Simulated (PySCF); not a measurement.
Electronic structure of N²⁺ (nitrogen, charge +2) at the UHF level

Configuration: [He] 2s1 2p2, high-spin 4P determinant (an excited configuration). Computed with PySCF 2.14 in x2c-QZVPPall (7s4p3d2f1g, 57 functions), with the spin-free X2C one-electron Hamiltonian (Gaussian nucleus).

| Item | Value |
| --- | --- |
| Total energy | -52.660341 hartree |
| One-electron energy | -65.3331 hartree |
| Hartree (Coulomb) energy | 18.6269 hartree |
| Exchange energy | -5.9542 hartree |
| ⟨S²⟩ | 3.7500 |
| ⟨L²⟩ | 2.005 |
| Sum of ⟨r⟩ | 3.853 bohr |
| Sum of ⟨r²⟩ | 4.790 bohr² |
| Traceless quadrupole moment −½Σ⟨3z² − r²⟩ along its main axis | 0.663 e·bohr² |
| Langevin diamagnetic susceptibility | -3.79 ×10⁻⁶ cm³/mol |

| shell | electrons | mean orbital energy (hartree) | rms radius, mean of both spins (bohr) |
| --- | --- | --- | --- |
| 1s α | 1 | -17.12715 | 0.265 |
| 1s β | 1 | -16.95658 | 0.265 |
| 2s α | 1 | -2.30123 | 1.25 |
| 2p α | 2 | -1.80132 | 1.24 |

Spin-orbit constants ζ (cm⁻¹) from the X2C one-electron operator on these orbitals: bare nucleus, nucleus screened by l(l+1)(2l+1)/3 electrons, and screened by the Breit-Pauli mean field of the electrons.

| shell | bare | screened nucleus | mean field |
| --- | --- | --- | --- |
| 2p | 189.5 | 135.4 | 116.0 |

To first order the Landé constant is A = 38.68 cm⁻¹, so the lowest level has J = 1/2 and lies 0.0120 eV below the centre of the term. This holds in LS coupling only.
